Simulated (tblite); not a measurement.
C6H12OSi2.
Cartesian coordinates in Å at the GFN2-xTB level; atoms count from 1:
```xyz
21
C6H12OSi2 angstrom
C      3.1366   -0.0440    0.1948
C      2.0507    0.1031   -0.8715
C      0.6723   -0.0436   -0.2606
C      0.0389   -1.2204   -0.2529
Si    -1.6508   -1.6875    0.4036
Si    -2.8985    0.0562   -0.4353
C     -2.0879    1.4812    0.4711
C     -0.8005    1.7062    0.7367
O      0.3610    1.1402    0.3434
H      3.0785   -1.0257    0.6597
H      4.1220    0.0744   -0.2498
H      3.0091    0.7117    0.9657
H      2.1891   -0.6521   -1.6453
H      2.1298    1.0911   -1.3293
H      0.5781   -2.0072   -0.7642
H     -1.9334   -3.0516   -0.0621
H     -1.6259   -1.7508    1.8740
H     -4.3363    0.1139   -0.1423
H     -2.7663    0.2409   -1.8897
H     -2.7532    2.2047    0.9233
H     -0.5221    2.5760    1.3301
```

All values are computed: GFN2-xTB (tblite) harmonic vibrations without scaling, gas phase. The method is semi-empirical: single wavenumbers can be off by several per cent or more. Modes of hydrogen on silicon can be 10 to 20 % off. One conformer, not necessarily the lowest.

Harmonic wavenumbers (cm⁻¹): 33.3, 53.7, 83.1, 131.9, 168.3, 201.5, 244.5, 278.0, 346.8, 357.3, 384.4, 425.9, 476.1, 483.6, 549.8, 552.5, 594.0, 607.2, 648.5, 676.0, 734.0, 749.4, 775.2, 786.7, 810.7, 816.2, 828.4, 894.1, 911.8, 975.8, 1078.9, 1082.2, 1097.9, 1137.2, 1232.6, 1281.3, 1308.4, 1312.1, 1373.9, 1405.3, 1472.4, 1496.1, 1502.6, 1639.7, 1645.6, 2158.8, 2176.4, 2197.3, 2201.7, 2976.4, 2980.0, 2997.9, 3033.0, 3036.7, 3043.8, 3045.9, 3047.7.

A = 1963, B = 794.2, C = 630.3 MHz; mass 156.043 u (most abundant isotopes); point group C1, symmetry number 1.

Task: Zero-point energy?

Result: ½Σν̃ = 34270 cm⁻¹ = 409.97 kJ/mol.

Task: What is S at 200 K and 1 bar for an ideal gas of classical rigid rotors and harmonic oscillators?

Result: Translation 163.54, rotation 121.26, vibration 96.39: S = 381.2 J/(mol K).

Task: And Cp and H(200 K) − H(0)?

Result: Cp = 139.60 J/(mol K), of which vibrations give 106.35 (their classical limit is 57 R = 473.9); H(200 K) − H(0) = 16.97 kJ/mol without the zero-point energy, 10.32 from vibrations.

Task: Which modes carry the vibrational entropy at 200 K?

Result: 33.3 cm⁻¹: 20.22; 53.7 cm⁻¹: 16.27; 83.1 cm⁻¹: 12.71; 131.9 cm⁻¹: 9.06; 168.3 cm⁻¹: 7.21; 201.5 cm⁻¹: 5.92 J/(mol K); the other 51 give 25.00 together.

Task: What must be added to the electronic energy to get the Gibbs energy at 200 K and 1 bar?

Result: ZPE + [H(200 K) − H(0)] − T·S = 409.97 + 16.97 − 76.24 = 350.70 kJ/mol.

Hindered rotation and anharmonicity are outside this model. Other conformers, if any are populated, would add a mixing term that is left out. The structure is chiral; the term R ln 2 for an equal mix with its mirror image is left out.
